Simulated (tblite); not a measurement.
Record of a relaxation.

Compound: C3H10GaNSe.
Numbering: `[CH2:1]=[CH:2][C@@H:3]([SeH:4])[GaH2-:5][NH3+:6]` (hydrogens: H7, H8 on C1; H9 on C2; H10 on C3; H11 on Se4; H12, H13 on Ga5; H14, H15, H16 on N6)
Bond orders are those of one Lewis drawing.

Computed with GFN2-xTB (tblite), gas phase: L-BFGS steps from a force-field or distance-geometry start until the largest atomic force falls under 0.01 eV/Å. 4 of its 149 geometries are shown.

Step 0: E = -509.3459 eV, largest atomic force 2.624 eV/Å
```
atom  x, y, z in Å  |  force x, y, z in eV/Å
C1     -2.011   -0.511   -1.113   -0.425   0.997  -0.190
C2     -1.583    0.651   -0.633    0.302  -0.361  -0.087
C3     -0.494    0.770    0.382   -0.044   0.226  -0.680
Se4    -1.318    0.857    2.139   -0.366   0.022   1.315
Ga5     0.866   -0.664    0.309   -1.563  -1.938   0.829
N6      2.476    0.159   -0.345    1.136   0.078   0.023
H7     -1.633   -1.464   -0.828    0.034  -0.302   0.237
H8     -2.804   -0.459   -1.835   -0.187  -0.349  -0.155
H9     -2.041    1.563   -0.988   -0.014   0.176   0.005
H10     0.005    1.754    0.262   -0.337   0.141   0.293
H11    -1.231   -0.481    2.884    0.208   0.520  -0.825
H12     0.376   -1.787   -0.712    0.782   0.147   0.183
H13     1.175   -1.252    1.766    0.246   0.136  -0.443
H14     3.121   -0.636   -0.589   -0.332   1.190   0.157
H15     2.254    0.761   -1.147    0.429  -0.225   0.047
H16     2.835    0.748    0.437    0.131  -0.459  -0.709
```

Step 49: E = -510.1119 eV, largest atomic force 0.113 eV/Å
```
atom  x, y, z in Å  |  force x, y, z in eV/Å
C1     -2.256   -0.461   -0.944   -0.043  -0.027  -0.011
C2     -1.667    0.690   -0.660   -0.021   0.043   0.070
C3     -0.527    0.793    0.284   -0.021   0.041  -0.062
Se4    -1.177    0.849    2.188   -0.042   0.101   0.029
Ga5     0.754   -0.803    0.296    0.012   0.075   0.030
N6      2.628    0.177   -0.243   -0.023  -0.006   0.002
H7     -1.929   -1.385   -0.472    0.011   0.027  -0.033
H8     -3.083   -0.521   -1.631   -0.011  -0.066   0.021
H9     -2.025    1.609   -1.115    0.054  -0.050   0.008
H10    -0.077    1.791    0.195    0.095  -0.001   0.018
H11    -1.383   -0.576    2.320   -0.021  -0.077   0.035
H12     0.693   -1.809   -0.878    0.031  -0.044  -0.071
H13     1.218   -1.360    1.674   -0.018   0.000  -0.046
H14     3.383   -0.502   -0.327    0.010  -0.036   0.008
H15     2.526    0.644   -1.144    0.016   0.019  -0.019
H16     2.914    0.874    0.445   -0.029   0.001   0.019
```

Step 99: E = -510.2707 eV, largest atomic force 0.268 eV/Å
```
atom  x, y, z in Å  |  force x, y, z in eV/Å
C1     -2.316   -0.671   -0.706    0.171   0.050   0.038
C2     -1.895    0.571   -0.518   -0.151   0.022  -0.010
C3     -0.505    0.870   -0.102    0.056  -0.049   0.021
Se4    -0.520    1.426    1.841    0.041  -0.134   0.041
Ga5     0.701   -0.760   -0.310   -0.018   0.024   0.006
N6      2.579    0.043    0.247    0.036   0.190  -0.185
H7     -1.647   -1.526   -0.559   -0.014   0.118  -0.020
H8     -3.321   -0.894   -1.002   -0.229  -0.078  -0.067
H9     -2.581    1.407   -0.650    0.080  -0.076   0.025
H10    -0.171    1.808   -0.567    0.022   0.012  -0.055
H11    -0.738    0.091    2.370    0.029   0.091  -0.048
H12     1.097   -1.138   -1.758   -0.047  -0.086   0.023
H13     0.619   -1.852    0.776   -0.006  -0.059   0.002
H14     3.329   -0.634    0.381   -0.021  -0.037   0.038
H15     2.847    0.645   -0.537    0.041   0.001   0.134
H16     2.514    0.624    1.083    0.009   0.012   0.058
```

Step 148: E = -510.3126 eV, largest atomic force 0.010 eV/Å
```
atom  x, y, z in Å  |  force x, y, z in eV/Å
C1     -2.380   -0.652   -0.732    0.003   0.001   0.000
C2     -1.936    0.568   -0.475    0.000   0.003  -0.003
C3     -0.506    0.829   -0.183    0.008   0.006   0.001
Se4    -0.346    1.433    1.740    0.002  -0.004   0.007
Ga5     0.715   -0.794   -0.344    0.005  -0.005   0.002
N6      2.551    0.096    0.277    0.001  -0.001  -0.003
H7     -1.690   -1.498   -0.735   -0.005   0.000  -0.001
H8     -3.414   -0.864   -0.949   -0.002  -0.005  -0.001
H9     -2.615    1.414   -0.460    0.000  -0.001  -0.001
H10    -0.181    1.740   -0.709   -0.004   0.000   0.000
H11    -0.540    0.118    2.308    0.001   0.003   0.002
H12     1.127   -1.296   -1.748    0.001  -0.002  -0.001
H13     0.629   -1.845    0.792   -0.005   0.002  -0.001
H14     3.276   -0.603    0.434    0.000  -0.002   0.001
H15     2.913    0.778   -0.390   -0.001   0.003  -0.001
H16     2.388    0.583    1.163   -0.003   0.002  -0.001
```

Q: Summarise the path.

A: The energy falls by 22.29 kcal/mol from step 0 to step 148; nine tenths of that is first reached at step 91. It falls at every step. The largest force goes from 2.624 to 0.010 eV/Å. Among the bonds Ga5–N6 changes most, from 1.923 to 2.133 Å; the atoms move by 0.918 Å rms after alignment.

Q: Follow the three bonds and two angles with the largest change from start to end.

A: 
```csv
step,E above end (kcal/mol),largest force (eV/Å),Ga5–N6 (Å),Se4–H11 (Å),C3–Se4 (Å),C3–Se4–H11 (°),N6–Ga5–H13 (°)
0,22.29,2.624,1.923,1.534,1.942,112.1,107.8
6,7.64,0.520,2.186,1.463,2.062,101.1,96.9
13,5.82,0.118,2.186,1.446,2.022,96.7,97.7
19,5.58,0.103,2.168,1.446,2.014,97.4,98.1
26,5.33,0.109,2.176,1.459,2.023,98.2,98.8
32,5.13,0.079,2.177,1.454,2.018,97.5,99.3
39,4.93,0.108,2.183,1.450,2.017,96.1,99.3
45,4.74,0.109,2.180,1.453,2.019,96.1,98.9
51,4.55,0.099,2.174,1.452,2.015,96.3,96.2
58,4.40,0.063,2.179,1.448,2.017,96.3,95.1
64,4.30,0.059,2.171,1.451,2.018,96.3,96.1
71,4.10,0.139,2.180,1.449,2.018,95.9,96.0
77,3.55,0.220,2.174,1.439,2.018,96.2,99.6
84,2.93,0.209,2.184,1.446,2.015,97.3,100.4
90,2.33,0.171,2.155,1.453,2.022,98.0,98.5
97,1.16,0.250,2.136,1.445,2.027,94.9,99.1
103,0.59,0.214,2.115,1.443,2.015,94.2,97.0
109,0.16,0.075,2.125,1.447,2.021,95.0,97.1
116,0.07,0.058,2.131,1.445,2.023,95.1,96.8
122,0.04,0.031,2.133,1.447,2.022,95.0,96.4
129,0.01,0.015,2.134,1.447,2.021,95.4,96.5
135,0.01,0.014,2.134,1.446,2.022,95.4,96.4
142,0.00,0.016,2.134,1.445,2.021,95.3,96.5
148,0.00,0.010,2.133,1.446,2.022,95.2,96.7
```

The cost below is that of the whole relaxation. Hardware: Arm Neoverse V1, one thread, shared host. Cost: 0.99 s wall.
